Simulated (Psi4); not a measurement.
Psi4 input (wB97X-D/6-311+G**):

```
memory 1500 MB

molecule {
1 1
N    -1.09895400    0.24210600    0.04933200
C     0.18292100    0.38685900   -0.06554600
O     1.06504900   -0.54321300   -0.00639100
H    -1.55012600   -0.65358000    0.20314900
H    -1.70318200    1.05336800   -0.01456900
H     0.59089700    1.37957500   -0.22917100
H     0.73717200   -1.44955300    0.13967600
symmetry c1
no_reorient
no_com
}

set {
  basis 6-311+G**
  reference rks
  scf_type pk
  dft_radial_points 99
  dft_spherical_points 590
  e_convergence 1e-8
  d_convergence 1e-7
  maxiter 150
}

e = energy('wb97x-d')
print_out(f'\nFINAL {e:.10f} DIPOLE {variable("CURRENT DIPOLE")[0]:.6f} {variable("CURRENT DIPOLE")[1]:.6f} {variable("CURRENT DIPOLE")[2]:.6f}\n')
```

From the output:

```
    One-Electron Energy =                -380.2061760790372773
    Two-Electron Energy =                 146.5606003762282512
    DFT Exchange-Correlation Energy =     -15.3702683103777513
    Empirical Dispersion Energy =          -0.0012355106869141
    VV10 Nonlocal Energy =                  0.0000000000000000
    Total Energy =                       -170.2194055812480542

Computation Completed

Properties will be evaluated at   0.000000,   0.000000,   0.000000 [a0]

Properties computed using the SCF density matrix

 Multipole Moments:

 ------------------------------------------------------------------------------------
     Multipole            Electronic (a.u.)      Nuclear  (a.u.)        Total (a.u.)
 ------------------------------------------------------------------------------------

 L = 1.  Multiply by 2.5417464519 to convert [e a0] to [Debye]
 Dipole X            :         -1.1074218            0.0000019           -1.1074199
 Dipole Y            :         -0.0390303            0.0000038           -0.0390266
 Dipole Z            :          0.0876874            0.0000094            0.0876969
 Magnitude           :                                                    1.1115722

 ------------------------------------------------------------------------------------

FINAL -170.2194055812 DIPOLE -1.107420 -0.039027 0.087697

*** Psi4 exiting successfully. Buy a developer a beer!
```

The dipole moment of an ion depends on the origin.

The geometry given is a B3LYP-D3(BJ)/def2-TZVP minimum.
